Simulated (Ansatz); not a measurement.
All numbers were calculated with Ansatz.

A structure relaxed at PBE0-D4/def2-TZVP, charge 0, multiplicity 1:

```csv
atom,x (Å),y (Å),z (Å)
O1,-0.963,1.365,0.223
Nb2,-0.002,0.003,0.001
F3,0.537,-0.591,1.674
F4,1.457,0.501,-1.033
F5,-1.028,-1.279,-0.865
```

Q: Give its formula and SMILES.

A: F3NbO, `[O]=[Nb]([F])([F])[F]`.

Q: Point group (tolerance 0.08 Å, 0.16 Å for H)?

A: C3v.

Q: Summarise the bond lengths by kind.

A: 1 × Nb–O 1.681 Å; 3 × F–Nb 1.856 Å.
